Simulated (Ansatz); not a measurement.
Basis-set series for `[SiH3][In]([Cl])[Cl]`. The species carries charge 0 and has multiplicity 1. In takes the def2 core potential. Geometry: relaxed with PBE0-D4/def2-TZVP.

Cartesian coordinates in Å:
```
Si 0.9107 0.8246 0.3260
In -0.9238 -0.8212 -0.3407
Cl -0.7269 -3.1350 -0.1867
Cl -3.0182 -0.2371 -1.1680
H 1.0296 0.8012 1.8055
H 0.5443 2.1829 -0.1416
H 2.1843 0.3846 -0.2944
```

```json
{"functional": "PBE0-D4", "basis": "def2-SVP", "functions": "95", "energy (Eh)": "-1401.13197", "HOMO (eV)": "-8.23", "LUMO (eV)": "-2.02"}
{"functional": "PBE0-D4", "basis": "def2-TZVPP", "functions": "218", "energy (Eh)": "-1401.55921", "HOMO (eV)": "-8.30", "LUMO (eV)": "-2.16"}
{"functional": "ωB97M-V", "basis": "def2-SVP", "functions": "95", "energy (Eh)": "-1401.42809", "HOMO (eV)": "-10.19", "LUMO (eV)": "-0.32"}
{"functional": "ωB97M-V", "basis": "def2-TZVPP", "functions": "218", "energy (Eh)": "-1401.85343", "HOMO (eV)": "-10.31", "LUMO (eV)": "-0.52"}
```

Give the rows for def2-QZVPP. (An estimate is asked.)

The calculation gave: 
| functional | basis | functions | energy (Eh) | HOMO (eV) | LUMO (eV) |
| --- | --- | --- | --- | --- | --- |
| PBE0-D4 | def2-QZVPP | 382 | -1401.59736 | -8.32 | -2.18 |
| ωB97M-V | def2-QZVPP | 382 | -1401.88977 | -10.33 | -0.57 |

Results of the Gaussian-basis code of Ansatz.
